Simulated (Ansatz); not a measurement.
A structure relaxed at PBE-D4/def2-SVP in Ansatz, charge 1, doublet:

```tsv
atom	x (Å)	y (Å)	z (Å)
Zr1	-0.937	-0.845	1.865
Zr2	1.501	-0.123	0.727
Zr3	-0.874	1.378	0.164
Zr4	0.891	0.844	-1.874
Zr5	-0.582	-1.254	-0.883
```

(1) Give its formula.

(2) Summarise the bond lengths by kind (pairs closer than 1.2 times the sum of covalent radii, bridged metal pairs left out).

Answers

(1) Zr5⁺.

(2) 9 × Zr–Zr 2.75 to 2.87 Å.

In the def2 sets Zr takes a core potential; there is no spin–orbit coupling. The charge 1 doublet is spin-contaminated (final ⟨S²⟩ up to 1.62, 0.75 for a pure state). The structure comes from a short search, and lower isomers may exist.
